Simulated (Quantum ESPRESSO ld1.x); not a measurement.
Task: The mean radii <r> (bohr) of the occupied orbitals of an atom or ion are listed with their occupations. Method: scalar-relativistic Kohn-Sham, LDA (Slater exchange, Perdew-Wang correlation), spin-polarised, spherical densities, point nucleus; computed with ld1.x of Quantum ESPRESSO 7.5.

orbital  occ.      <r>
1s up       1  0.02233
1s down     1  0.02233
2s up       1  0.09517
2s down     1  0.09517
2p up       3  0.08392
2p down     3  0.08392
3s up       1   0.2499
3s down     1   0.2497
3p up       3   0.2483
3p down     3   0.2481
3d up       5   0.2262
3d down     5   0.2259
4s up       1   0.5667
4s down     1   0.5665
4p up       3   0.6002
4p down     3   0.6001
4d up       5   0.6551
4d down     5   0.6553
5s up       1    1.353
5p up       3    1.566
5p down     3    1.604
4f up       7   0.9067
6s up       1    3.308

Name the element and its charge. Open shells, if any, are filled with parallel spins first.

Result: Z = 63, europium, charge +2: Eu2+ in [Kr] 4d10 4f7 5s1 5p6 6s1. The 1s radius gives Z: for a bare nucleus <r> = (2 gamma + 1)/(2Z) with gamma = sqrt(1 - (Z/c)^2), 0.02203 bohr for Z = 63, and screening makes it slightly larger (0.02233 here). The occupations add up to 61, and the charge is Z minus that.
